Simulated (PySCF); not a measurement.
# Functional benchmark on one molecule

Molecule: SMILES Brc1ccncc1, C₅H₄BrN.

Molfile (atoms numbered from 1):
```
C5H4BrN
     RDKit          3D

 11 11  0  0  0  0  0  0  0  0999 V2000
   -0.5721    2.2628   -0.4446 Br  0  0  0  0  0  0  0  0  0  0  0  0
   -0.0178    0.4674   -0.5354 C   0  0  0  0  0  0  0  0  0  0  0  0
   -0.9602   -0.5565   -0.5764 C   0  0  0  0  0  0  0  0  0  0  0  0
   -0.4872   -1.8673   -0.6427 C   0  0  0  0  0  0  0  0  0  0  0  0
    0.8025   -2.1896   -0.6690 N   0  0  0  0  0  0  0  0  0  0  0  0
    1.6855   -1.1965   -0.6299 C   0  0  0  0  0  0  0  0  0  0  0  0
    1.3380    0.1531   -0.5626 C   0  0  0  0  0  0  0  0  0  0  0  0
   -2.0299   -0.3438   -0.5574 H   0  0  0  0  0  0  0  0  0  0  0  0
   -1.2023   -2.6974   -0.6764 H   0  0  0  0  0  0  0  0  0  0  0  0
    2.7443   -1.4791   -0.6529 H   0  0  0  0  0  0  0  0  0  0  0  0
    2.1016    0.9315   -0.5323 H   0  0  0  0  0  0  0  0  0  0  0  0
  1  2  1  0
  2  3  2  0
  3  4  1  0
  4  5  2  0
  5  6  1  0
  6  7  2  0
  7  2  1  0
  3  8  1  0
  4  9  1  0
  6 10  1  0
  7 11  1  0
M  END
```

Geometry PBE0-D3(BJ)/def2-SVP throughout; GIAO in PySCF 2.14, gas phase, one conformer, non-relativistic; equivalent atoms averaged; basis pcSseg-1.

Reference values (estimated from measurements, as parent shift plus tabulated substituent increments; solution, not stated per compound (mostly CDCl3 or CCl4); Pretsch, Buehlmann, Badertscher, Structure Determination of Organic Compounds, 4th ed. (2009)): δ(C4/C6) = 152.8 ppm, δ(C3/C7) = 127.0 ppm, δ(C2) = 132.7 ppm, δ(H9/H10) = 8.68 ppm, δ(H8/H11) = 7.60 ppm. Computed shifts are taken against TMS, calculated as an isolated molecule at each level.

**Question.** How do the functionals PBE, OPBE, KT3, PBE0, WP04, B97-2, wB97X-D, LC-wPBE perform against the reference? Times are CPU seconds on shared hosts with different chips, so compare them loosely.

**Answer.** 
```csv
functional,kind,C4/C6,C3/C7,C2,H9/H10,H8/H11,mean abs. error C,mean abs. error H,core-s
PBE,GGA,153.4,131.0,152.6,8.52,7.19,8.2,0.28,18
OPBE,GGA,147.2,125.3,144.7,8.63,7.28,6.4,0.18,26
KT3,GGA,142.9,122.2,141.2,8.28,6.99,7.7,0.50,26
PBE0,global hybrid,156.2,132.8,153.3,8.64,7.35,9.9,0.14,16
WP04,global hybrid,155.9,132.8,157.3,8.33,7.06,11.2,0.44,19
B97-2,global hybrid,152.9,129.7,150.6,8.56,7.27,6.9,0.22,19
wB97X-D,range-separated hybrid,157.5,133.7,153.3,8.65,7.37,10.7,0.13,26
LC-wPBE,range-separated hybrid,162.0,137.3,155.6,8.75,7.51,14.1,0.08,32
```

For $^{13}$C the closest is OPBE (6.4 ppm) and the furthest LC-wPBE (14.1 ppm).

For $^{1}$H the closest is LC-wPBE (0.08 ppm) and the furthest KT3 (0.50 ppm). One molecule is a small sample, and vibrational and solvent effects are absent from the calculation.

Relativistic effects, spin–orbit coupling among them, are left out; they matter for Br and for the light atoms bonded to it.
